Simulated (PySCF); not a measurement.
M06 single point of singlet Sb(OH)₃ at its PBE0 minimum.

Input, equivalent to the run apart from its starting density:

```python
from pyscf import gto, scf, dft
mol = gto.M(atom='''
Sb     0.000000    -0.000000    -0.323364
O      1.684884     0.096312     0.721102
O     -0.925851     1.410996     0.721102
O     -0.759033    -1.507308     0.721102
H      1.647912    -0.562897     1.428870
H     -0.336473     1.708582     1.428870
H     -1.311439    -1.145685     1.428870''',
    basis={'Sb': 'def2-SVP', 'O': 'def2-SVP', 'H': 'def2-SVP'},
    ecp={'Sb': 'def2-SVP'},
    charge=0, spin=0)
mf = dft.RKS(mol, xc='M06')
mf.grids.atom_grid = (90, 434)
aux = {'Sb': 'def2-universal-JKFIT', 'O': 'def2-universal-JKFIT', 'H': 'def2-universal-JKFIT'}
mf = mf.density_fit(auxbasis=aux)
mf.conv_tol = 1e-08
mf.diis_space = 10
mf.max_cycle = 60
mf.verbose = 4
mf.kernel()
```

SCF log (excerpt):

```
init E= -467.558552130557
  HOMO = -0.288316072883276  LUMO = -0.0170396380265172  gap/eV = 7.38181
cycle= 1 E= -467.558790686589  delta_E= -0.000239  |g|= 0.0984  |ddm|= 0.191
  HOMO = -0.277627996961488  LUMO = -0.0211520030005287  gap/eV = 6.97907
cycle= 2 E= -467.555243585618  delta_E= 0.00355  |g|= 0.167  |ddm|= 0.195
  HOMO = -0.286408129031184  LUMO = -0.0206265265034835  gap/eV = 7.23229
cycle= 3 E= -467.560789551305  delta_E= -0.00555  |g|= 0.00203  |ddm|= 0.119
  HOMO = -0.286274577721773  LUMO = -0.0202964700567536  gap/eV = 7.23763
cycle= 4 E= -467.560790848193  delta_E= -1.3e-06  |g|= 0.000389  |ddm|= 0.00346
  HOMO = -0.286293874303592  LUMO = -0.0203410329653028  gap/eV = 7.23695
cycle= 5 E= -467.560790890993  delta_E= -4.28e-08  |g|= 7.24e-05  |ddm|= 0.000564
  HOMO = -0.286291216865752  LUMO = -0.0203385798405591  gap/eV = 7.23694
cycle= 6 E= -467.560790892077  delta_E= -1.08e-09  |g|= 4.12e-05  |ddm|= 0.00012
  HOMO = -0.286295119617304  LUMO = -0.0203440518873643  gap/eV = 7.23690
Extra cycle  E= -467.560790891307  delta_E= 7.7e-10  |g|= 7.55e-05  |ddm|= 9.75e-05
converged SCF energy = -467.560790891307
```

This run, together with those of the ionised and electron-attached species (not shown), took 17 s on 2 threads of a shared Arm Neoverse N1 host, with 83 basis functions; the process peaked at 1.3 GiB.
